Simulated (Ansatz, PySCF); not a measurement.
Molecule: sum formula SiN$_{2}$H$_{4}$Cl$_{2}$, net charge 0, singlet state. 
Geometry from a B3LYP-D3(BJ)/def2-TZVP (Ansatz, an electronic-structure program) optimisation:
```
Si
N 1 1.6925
H 2 1.0069 1 120.84
H 2 1.0080 3 112.58 1 152.00
N 1 1.6925 2 109.07 3 -156.63
H 5 1.0069 1 120.84 2 -156.63
H 5 1.0080 6 112.58 1 152.00
Cl 1 2.0678 2 116.48 3 85.13
Cl 1 2.0678 2 104.75 3 -31.26
```
Charge 0, spin multiplicity 1.

PBE beside other levels, property by property. Valence correlation only, unless marked. UHF or UKS for open shells. No spin-orbit coupling. Non-relativistic. CBS marks a two-point X^-3 extrapolation of the correlation energy; Hartree-Fock from the larger set. The bracket is a focal-point correction in the basis named. Rows marked 298 K are enthalpies with B3LYP-D3(BJ) harmonic zero-point and thermal terms. Atomisation energies are electronic, to ground-state atoms; the column to compare with has the core term from cc-pwCVTZ added, other frozen-core levels have none. Frequencies are from Ansatz or PySCF. The coupled-cluster column (Ansatz) is a level with limits of its own: (a) RI-MP2/CBS(aug-cc-pV(T+d)Z,aug-cc-pV(Q+d)Z)+[CCSD(T)-MP2]/aug-cc-pV(T+d)Z; (b) RI-MP2/CBS(cc-pV(T+d)Z,cc-pV(Q+d)Z)+[CCSD(T)-MP2]/cc-pV(T+d)Z.

```
property                                                                         PBE/def2-TZVPD (Ansatz)  PBE0/def2-TZVPD (Ansatz)  wB97X-V/def2-TZVPD (Ansatz)  RPA@PBE/cc-pV(Q+d)Z (Ansatz)  coupled cluster
-------------------------------------------------------------------------------  -----------------------  ------------------------  ---------------------------  ----------------------------  ---------------
proton affinity at N, enthalpy at 298 K, to N[Si]([NH3+])(Cl)Cl (kcal/mol)                         205.5                     206.4                        205.9                         210.2        205.6 (b)
N-Si bond dissociation enthalpy, 298 K, to N[Si](Cl)Cl + [NH2] (NH2) (kcal/mol)                    103.6                     105.6                        111.7                         105.5        113.9 (b)
atomisation energy (kcal/mol)                                                                      763.1                     749.3                        761.5                         712.5        761.7 (a)
H-N bond dissociation enthalpy, 298 K, to [NH][Si](N)(Cl)Cl + H atom (kcal/mol)                    108.0                     109.0                        111.8                         110.9        114.9 (b)
Cl-Si bond dissociation enthalpy, 298 K, to N[Si](N)Cl + Cl atom (kcal/mol)                        110.7                     112.0                        116.5                         106.2        117.6 (a)
```

As the rows show:
- proton affinity at N, enthalpy at 298 K, to N[Si]([NH3+])(Cl)Cl: PBE agrees within rounding with coupled cluster.
- N-Si bond dissociation enthalpy, 298 K, to N[Si](Cl)Cl + [NH2] (NH2): PBE lies 10.3 kcal/mol below coupled cluster.
- atomisation energy: PBE lies 1.4 kcal/mol above coupled cluster.
- H-N bond dissociation enthalpy, 298 K, to [NH][Si](N)(Cl)Cl + H atom: PBE lies 6.9 kcal/mol below coupled cluster.
- Cl-Si bond dissociation enthalpy, 298 K, to N[Si](N)Cl + Cl atom: PBE lies 6.9 kcal/mol below coupled cluster.
